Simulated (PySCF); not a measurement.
Radial density of Ge (germanium, neutral)

M06, [Ar] 3d10 4s1 4p3, high-spin 5S determinant (an excited configuration). All numbers are calculated (PySCF 2.14, scalar relativity through the core potential, in aug-cc-pVQZ-PP with ECP10MDF (7s6p5d3f2g, 89 functions)). This is the valence pseudo-density: the core potential removes the inner electrons and smooths the orbitals near the nucleus.

```csv
r (bohr),4πr²ρ (e/bohr),4πr²(ρα − ρβ)
0.00101,1.174e-05,0.0000
0.00170,3.284e-05,0.0000
0.00286,9.013e-05,0.0000
0.00480,0.0002369,0.0000
0.00808,0.0005806,0.0000
0.0136,0.001328,0.0001
0.0229,0.002787,0.0001
0.0385,0.007181,0.0002
0.0647,0.04513,0.0003
0.109,0.4321,0.0004
0.183,3.070,0.0070
0.308,14.12,0.1228
0.518,28.74,0.2524
0.871,14.07,0.0091
1.46,3.062,1.3037
2.46,1.685,1.6306
4.14,0.3613,0.3612
6.97,0.01348,0.0135
11.7,5.707e-05,0.0001
```

Energies and moments cover only the electrons outside the core potential.
